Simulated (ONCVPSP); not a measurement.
**beryllium (Be): variants of one ONCV potential**

Base potential:

Be, optimised norm-conserving Vanderbilt (ONCV), made with ONCVPSP 4.0.1 (PBE, scalar-relativistic). Core [He], reference 2s2. Waves: 2s: rc 2.25 bohr, ncon 4, nbas 8, qcut 2.3 1/bohr, 1 projector; p scattering state at 0.38 Ha: rc 2.45 bohr, ncon 3, nbas 6, qcut 3.1 1/bohr, 1 projector; d scattering state at 0.02 Ha: rc 2.40 bohr, ncon 5, nbas 10, qcut 4.2 1/bohr, 2 projectors, debl 3 Ha. Local part: polynomial inside 1.80 bohr (lpopt 1, dvloc0 0 Ha). Core correction: Teter function, fcfact 6, rcfact 1.35.

In the p channel the program set the typed energies aside and used 0.050 Ha.

Cutoffs, loose and tight: the cutoffs (Ha) at which the residual kinetic energy of the hardest occupied pseudo-wave falls to 1 and 0.1 mHa per electron. They do not see the model core or the augmentation charge, which bear on the density cutoff. Test errors are all-electron minus pseudo excitation energies from the reference, over the configurations 2s1; 2s1.5; 2s1 2p1; 2s0 2p2. A dash means not determined; rows that change the core or the reference have their own tests. The largest error is taken over the tests solved by every variant that gives reliable tests at all: 2s1; 2s1 2p1; 2s1.5.

```tsv
change	outcome	cutoff, loose	cutoff, tight	bound ghosts	GHOST(+) flags above zero	largest test error (meV)
base	generated, projector energies reset by the program	6.6 Ha	30 Ha	none	none	-15
local potential polynomial inside 1.80 bohr (lpopt 1, dvloc0 4.5 Ha)	generated, projector energies reset by the program	6.6 Ha	30 Ha	none	none	-16
s: rc 2.8	generated, projector energies reset by the program	1.8 Ha	12 Ha	none	none	-22
core correction Teter function, fcfact 6, rcfact 1.44	generated, projector energies reset by the program	6.6 Ha	30 Ha	none	none	-14
local potential polynomial inside 1.55 bohr (lpopt 3, dvloc0 2 Ha)	generated, projector energies reset by the program	6.6 Ha	30 Ha	none	none	-15
core correction polynomial model core, fcfact 0.3	generated, projector energies reset by the program	6.6 Ha	30 Ha	none	none	-16
```

Task: What comes out with this change to the base: s: qcut 2.7?

Result: outcome: generated, projector energies reset by the program; cutoff, loose: 3.9 Ha; cutoff, tight: 27 Ha; bound ghosts: none; GHOST(+) flags above zero: none; largest test error (meV): -15.

Task: What comes out with this change to the base: all radii but the core radius scaled by about 1.20 (s 2.70, p 2.94, d 2.88 bohr); local potential polynomial inside 2.16 bohr (lpopt 1, dvloc0 0 Ha)?

Result: outcome: generated, projector energies reset by the program; cutoff, loose: 2.3 Ha; cutoff, tight: 16 Ha; bound ghosts: none; GHOST(+) flags above zero: none; largest test error (meV): -34.
